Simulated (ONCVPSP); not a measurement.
An all-electron radial function and its pseudo partner (lithium)

Columns: radius, all-electron u(r) and pseudo u(r) of the 1s shell (level -51.37 eV) of lithium in the configuration 1s2 2s1; PBEsol, scalar-relativistic, ONCV scheme, ONCVPSP 4.0.1.

```json
{"r (bohr)": "0.047", "all-electron": "0.3768", "pseudo": "0.2674"}
{"r (bohr)": "0.095", "all-electron": "0.6606", "pseudo": "0.5242"}
{"r (bohr)": "0.142", "all-electron": "0.8602", "pseudo": "0.7461"}
{"r (bohr)": "0.190", "all-electron": "1.0014", "pseudo": "0.9318"}
{"r (bohr)": "0.237", "all-electron": "1.0917", "pseudo": "1.0684"}
{"r (bohr)": "0.285", "all-electron": "1.1463", "pseudo": "1.1612"}
{"r (bohr)": "0.332", "all-electron": "1.1711", "pseudo": "1.2097"}
{"r (bohr)": "0.380", "all-electron": "1.1742", "pseudo": "1.2232"}
{"r (bohr)": "0.427", "all-electron": "1.1609", "pseudo": "1.2091"}
{"r (bohr)": "0.475", "all-electron": "1.1346", "pseudo": "1.1751"}
{"r (bohr)": "0.522", "all-electron": "1.0999", "pseudo": "1.1301"}
{"r (bohr)": "0.570", "all-electron": "1.0580", "pseudo": "1.0779"}
{"r (bohr)": "0.617", "all-electron": "1.0127", "pseudo": "1.0243"}
{"r (bohr)": "0.665", "all-electron": "0.9635", "pseudo": "0.9693"}
{"r (bohr)": "0.712", "all-electron": "0.9140", "pseudo": "0.9164"}
{"r (bohr)": "0.760", "all-electron": "0.8629", "pseudo": "0.8637"}
{"r (bohr)": "0.807", "all-electron": "0.8132", "pseudo": "0.8133"}
{"r (bohr)": "0.855", "all-electron": "0.7633", "pseudo": "0.7633"}
{"r (bohr)": "0.902", "all-electron": "0.7158", "pseudo": "0.7158"}
{"r (bohr)": "0.950", "all-electron": "0.6689", "pseudo": "0.6689"}
{"r (bohr)": "0.997", "all-electron": "0.6249", "pseudo": "0.6248"}
{"r (bohr)": "1.045", "all-electron": "0.5819", "pseudo": "0.5819"}
{"r (bohr)": "1.092", "all-electron": "0.5420", "pseudo": "0.5419"}
{"r (bohr)": "1.140", "all-electron": "0.5033", "pseudo": "0.5033"}
{"r (bohr)": "1.187", "all-electron": "0.4677", "pseudo": "0.4676"}
{"r (bohr)": "1.235", "all-electron": "0.4333", "pseudo": "0.4333"}
```

How many radial nodes do the two functions have?

The all-electron 1s function has n − l − 1 = 0; the pseudo-wave has 0.

At about which radius was the pseudo-wave matched?

0.90 bohr. The columns agree to 0.0005 from 0.81 bohr on; several derivatives are matched, so the curves merge somewhat inside the radius.

Is the pseudo-wave norm-conserving?

Yes: the ONCV scheme keeps the norm inside the radius equal to the all-electron one, which fixes the energy derivative of the logarithmic derivative at the level.
